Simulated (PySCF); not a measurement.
## Electron correlation in Hg+ (mercury, charge +1)

[Xe] 4f14 5d10 6s1, 2S determinant. Computed with PySCF 2.14 in x2c-TZVPPall (11s7p7d3f1g, 97 functions), with the spin-free X2C one-electron Hamiltonian (Gaussian nucleus). Frozen: [Xe] 4f14; 11 electrons correlated.

| level | correlation energy (mhartree) |
| --- | --- |
| CCSD | -332.99 |
| (T) | -10.61 |
| CCSD(T) | -343.60 |

Diagnostics: T1 = 0.0076, D1 = 0.0307, largest double amplitude 0.018.

Cost of the coupled-cluster step: roughly 17 core-seconds, for 11 correlated electrons.
